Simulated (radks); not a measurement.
The numbers below are computed, except where a source is named.
Excited configurations of Ti2+: one electron is placed in a higher orbital outside [Ar] 3d1. The ground configuration is [Ar] 3d2. Level of theory: scalar-relativistic Kohn-Sham, PBEsol, spin-polarised, spherical densities, finite nucleus; open shells are filled with parallel spins first; Fermi nuclear charge, rms radius 3.5921 fm (a radial shooting solver on a logarithmic mesh with Libxc functionals). Excitation = E - E(ground); binding = E(ion) - E, where the ion is the core of charge +3; n* = 3/sqrt(2 binding) in atomic units, and the quantum defect is n - n*.

\begin{tabular}{lrrrrr}
outer orbital & excitation (eV) & binding (eV) & n* & quantum defect & eigenvalue (eV) \\ \hline
4p & 9.420 & 18.117 & 2.600 & 1.400 & -15.236 \\
4d & 15.825 & 11.713 & 3.233 & 0.767 & -9.698 \\
5f & 22.260 & 5.278 & 4.817 & 0.183 & -4.405 \\
6p & 21.536 & 6.002 & 4.517 & 1.483 & -5.204 \\
6f & 23.790 & 3.747 & 5.716 & 0.284 & -3.192 \\
7p & 23.433 & 4.104 & 5.462 & 1.538 & -3.587 \\
\end{tabular}

The Delta-SCF ionisation energy is 27.538 eV (NIST Atomic Spectra Database: 27.492 eV, measured). Self-interaction in the functional shifts the binding energies and quantum defects, so they are the method's values and not measured ones. Open shells are spherical and high-spin; term and fine-structure splittings are not resolved.
